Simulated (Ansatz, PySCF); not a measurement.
Cl₄H₂Si₂, SMILES Cl[SiH2][Si](Cl)(Cl)Cl. Atoms are numbered in the order given.

```xyz
8

Si     1.7373    -0.5011    -0.2614
Cl     2.6401     1.1990     0.5064
Si    -0.5706    -0.2116    -0.0930
Cl    -1.1287     0.0325     1.8733
Cl    -1.1738     1.4383    -1.1659
Cl    -1.5078    -1.8864    -0.8534
H      2.1536    -1.6907     0.5316
H      2.1194    -0.6684    -1.6909
```
Charge 0, spin multiplicity 1.

Coordinates come from a r2SCAN-D4/def2-SVP optimisation. One conformer was computed; it need not be the lowest.

Two levels are set side by side: PBE-D3(BJ)/def2-SVP (Ansatz, a quantum-chemistry and plane-wave program) and r2SCAN-D4/def2-SVP (Ansatz). Each level has its own optimised geometry; the coordinates shown are those of the second. Frequencies come from the Hessian of PySCF at each geometry. Differences are taken from unrounded values.

```tsv
quantity	r2SCAN-D4
mean bond length (Å)	1.938
bond Si1–Cl2 (Å)	2.072
bond Si1–Si3 (Å)	2.332
bond Si3–Cl4 (Å)	2.059
bond Si3–Cl5 (Å)	2.058
bond Si3–Cl6 (Å)	2.064
bond Si1–H7 (Å)	1.489
bond Si1–H8 (Å)	1.489
highest harmonic wavenumber (cm⁻¹)	2248
mean harmonic wavenumber (cm⁻¹)	610
zero-point energy (kcal/mol)	15.69
```

Task: What does PBE-D3(BJ) give, and how far is it from r2SCAN-D4? (An estimate is asked for; the answer gives what the named calculation found.)

Result: 
```json
[
 {"quantity": "mean bond length (Å)", "PBE-D3(BJ)": "1.948", "PBE-D3(BJ) minus r2SCAN-D4": "0.010"},
 {"quantity": "bond Si1–Cl2 (Å)", "PBE-D3(BJ)": "2.081", "PBE-D3(BJ) minus r2SCAN-D4": "0.009"},
 {"quantity": "bond Si1–Si3 (Å)", "PBE-D3(BJ)": "2.341", "PBE-D3(BJ) minus r2SCAN-D4": "0.008"},
 {"quantity": "bond Si3–Cl4 (Å)", "PBE-D3(BJ)": "2.069", "PBE-D3(BJ) minus r2SCAN-D4": "0.011"},
 {"quantity": "bond Si3–Cl5 (Å)", "PBE-D3(BJ)": "2.069", "PBE-D3(BJ) minus r2SCAN-D4": "0.011"},
 {"quantity": "bond Si3–Cl6 (Å)", "PBE-D3(BJ)": "2.075", "PBE-D3(BJ) minus r2SCAN-D4": "0.011"},
 {"quantity": "bond Si1–H7 (Å)", "PBE-D3(BJ)": "1.501", "PBE-D3(BJ) minus r2SCAN-D4": "0.012"},
 {"quantity": "bond Si1–H8 (Å)", "PBE-D3(BJ)": "1.501", "PBE-D3(BJ) minus r2SCAN-D4": "0.012"},
 {"quantity": "highest harmonic wavenumber (cm⁻¹)", "PBE-D3(BJ)": "2188", "PBE-D3(BJ) minus r2SCAN-D4": "-60"},
 {"quantity": "mean harmonic wavenumber (cm⁻¹)", "PBE-D3(BJ)": "592", "PBE-D3(BJ) minus r2SCAN-D4": "-18"},
 {"quantity": "zero-point energy (kcal/mol)", "PBE-D3(BJ)": "15.23", "PBE-D3(BJ) minus r2SCAN-D4": "-0.46"}
]
```
